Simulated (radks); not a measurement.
The numbers below are computed, except where a source is named.
Ionisation of the mercury ion Hg+, [Xe] 4f14 5d10 6s1, to Hg2+, [Xe] 4f14 5d10, under several functionals. Scalar-relativistic Kohn-Sham, spin-polarised, spherical densities, finite nucleus; open shells are filled with parallel spins first (spin-orbit coupling, left out, can overturn this in heavy ions); a radial shooting solver on a logarithmic mesh with Libxc functionals.

functional                               E(Hg+) (hartree)  Exc (hartree)  IE (eV)  -e(HOMO) (eV)  <r> HOMO (bohr)  IE error (eV)
exchange-only r2SCAN                          -19614.9714      -365.7429   18.052         14.429            2.528         -0.705
BLYP                                          -19618.6142      -371.0166   19.226         15.048            2.512         +0.470
BP86                                          -19619.8244      -372.2514   19.331         15.266            2.492         +0.574
PBEsol                                        -19612.2298      -364.6737   19.220         15.159            2.494         +0.463
LDA (Slater exchange, VWN5 correlation)       -19606.8918      -359.3543   19.559         15.415            2.491         +0.802
exchange-only PBE                             -19612.7426      -365.1070   18.466         14.381            2.550         -0.291

NIST Atomic Spectra Database: 18.757 eV (measured). Closest: exchange-only PBE. The Delta-SCF values span 1.51 eV, the total energies 12.93 hartree. The highest occupied level is 6s.
